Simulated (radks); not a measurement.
Results of a calculation; reference values are marked as such.
Question: The table gives one normalised radial function P(r) = r R(r) of Dy64+ in [He] (r in bohr). Level of theory: scalar-relativistic Kohn-Sham, PBE, spin-polarised, spherical densities, finite nucleus; Fermi nuclear charge, rms radius 5.2218 fm (a radial shooting solver on a logarithmic mesh with Libxc functionals).

r	P
0.0007593	1.1382
0.001005	1.4319
0.00134	1.8032
0.001773	2.2401
0.002346	2.7572
0.003129	3.3706
0.00414	4.0305
0.005477	4.7172
0.007306	5.3833
0.009666	5.8911
0.01279	6.1323
0.01706	5.9639
0.02257	5.3102
0.02986	4.2090
0.03983	2.8218
0.0527	1.5548
0.06973	0.6532
0.093	0.1839
0.1231	0.0330
0.1628	0.0032
0.2172	0.0001
0.2873	0.0000

Which n and l does it have? It may be an empty orbital.

Answer: n = 1, l = 0: the number of nodes gives n - l - 1 = 0, the rise at small r (about r^(l+1), flatter next to the nucleus through relativity) gives l, and the extent must fit the shell. The curve is that of 1s. 1s: eigenvalue -61475 eV, 0 radial nodes, <r> = 0.0210 bohr, 90 % of the charge inside 0.0380 bohr.
